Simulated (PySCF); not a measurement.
**Potential energy of GaAs along the bond**

Set-up: PySCF, no relativity, basis sets Ga def2-TZVPPD, As def2-TZVPPD. Energies in eV from Ga + As in their ground configurations at the same level. State: ³Σ⁻ (triplet), unpaired electrons π ↑↑.

All columns are PBE0. A positive dipole means Ga(−)As(+).

```tsv
R (Å)	E (eV)	μ (D)	Mulliken charge on Ga (basis-dependent)	HOMO (eV)	LUMO (eV)	Mayer bond order	⟨S²⟩
2.205	-1.446	0.38	0.11	-5.35	-3.95	1.29	2.01
2.308	-1.782	-0.09	0.16	-5.39	-3.72	1.24	2.01
2.410	-1.964	-0.58	0.21	-5.41	-3.51	1.20	2.01
2.487	-2.028	-0.94	0.24	-5.41	-3.36	1.17	2.01
2.564	-2.044	-1.30	0.26	-5.39	-3.23	1.15	2.01
2.641	-2.024	-1.65	0.27	-5.36	-3.11	1.13	2.01
2.744	-1.957	-2.11	0.28	-5.31	-2.96	1.11	2.01
2.872	-1.827	-2.65	0.28	-5.22	-2.81	1.09	2.01
3.026	-1.631	-3.25	0.28	-5.09	-2.67	1.07	2.02
3.231	-1.344	-3.92	0.26	-4.91	-2.56	1.03	2.04
```

A fit through these points gives, at Re = 2.557 Å, μ = -1.27 D and dμ/dR = -4.64 D/Å; the reduced mass is 35.9 u.

Question: How strong is the fundamental in the double-harmonic approximation, I = 42.26·(dμ/dR)²/μred km/mol?

Answer: I = 42.26·(-4.64)²/35.9 = 25.3 km/mol at PBE0.

Spin–orbit coupling is left out. The state was picked by a PBE0 search and need not be the measured ground state.
